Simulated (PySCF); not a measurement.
C7H8S, SMILES Cc1cccc(S)c1, GFN2-xTB optimised geometry. Atoms within 1.6 Å of the plane z = 0.0 Å (x, y, z in Å): C1 (2.64, 0.30, 0.00), C2 (1.14, 0.30, 0.00), C3 (0.44, 1.50, 0.00), C4 (-0.94, 1.50, -0.01), C5 (-1.65, 0.32, -0.01), C6 (-0.96, -0.88, -0.01), S7 (-1.80, -2.44, -0.01), C8 (0.43, -0.89, -0.01), H9 (3.02, 0.88, 0.83), H10 (3.02, 0.74, -0.92), H11 (3.03, -0.72, 0.08), H12 (0.99, 2.43, 0.00), H13 (-1.48, 2.44, 0.00), H14 (-2.73, 0.33, -0.01), H15 (-3.03, -1.94, -0.02), H16 (0.95, -1.84, -0.01).

Method: PySCF with CAM-B3LYP/def2-TZVP. Cells within 0.4 Å of a nucleus heavier than hydrogen are left out (blank, or x).

Map of the Laplacian of the electron density (e/bohr⁵), clipped to [-1.50, 1.50] on the plane z = 0.0 Å:

```
|5555555555555555555555555|
|5555555555555555555555555|
|5555555555555555555555555|
|5555555555555555555555555|
|5555555555555555555555555|
|5555555555555555555555555|
|5555555554555555555555555|
|5555555550455405555555555|
|5555555552x44x35555555555|
|5555555554x12x45555555555|
|5555555551455325555555555|
|55555502xx5555xx3xx555555|
|55555544x35555xx44x555555|
|5555555552555425552355555|
|5555555557x02x55555455555|
|5555555553455225555555555|
|5555522463555505555555555|
|55555539x9555555555555555|
|55555558x9555555555555555|
|5555555544555555555555555|
|5555555555555555555555555|
|5555555555555555555555555|
|5555555555555555555555555|
|5555555555555555555555555|
|5555555555555555555555555|
```
Scale: ten equal steps from -1.50 (start of '0') to 1.50 (end of '9'), in the order '0123456789'; x runs from -5.50 to 5.50, y from -5.50 (bottom) to 5.50 (top).
